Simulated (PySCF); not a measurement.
HClSi, charge -1, doublet, at a GFN2-xTB geometry (a state made from the parent by changing its charge; the spin is typed, not shown lowest) (in this run its highest filled SCF level lies above zero, so its values depend strongly on the basis, on diffuse functions most of all). Base run: TPSS/def2-TZVP (PySCF).

PySCF was given this input:
```python
from pyscf import gto, scf, dft

mol = gto.M(
    atom='''
Si    1.01104949   -0.27343022    0.88647386
H     1.94589771   -0.44022613   -0.29605972
Cl   -0.94709357    0.25107349   -0.71262201
''',
    basis='def2-tzvp',
    charge=-1,
    spin=1,
    verbose=4,
)

mf = dft.UKS(mol)
mf.xc = 'tpss'
mf.kernel()
mf.analyze()
```

Each row names what was changed in the base input (with any setting that the change needs).

```tsv
change	ΔE vs base (mEh)	fitting functions
base	0.000	-
auxbasis = even-tempered beta=1.6	-0.019	694
auxbasis = def2-universal-jkfit	-0.050	274
auxbasis = cc-pvdz-jkfit	-0.045	247
auxbasis = autoaux	-0.017	497
auxbasis = even-tempered beta=2.0	-0.136	480
auxbasis = even-tempered beta=3.0	-2.045	316
auxbasis = cc-pvtz-ri	-27.775	274
auxbasis = def2-tzvp-ri	-48.193	241
auxbasis = def2-universal-jfit	-0.104	113
```

A fitting set is made for a task (jfit for Coulomb, jkfit for Coulomb and exchange, ri for correlation) and for a family of orbital bases.

Open shells are given as the SCF converged; they aren't shown to be the lowest states, and a large step between rows can be another state.
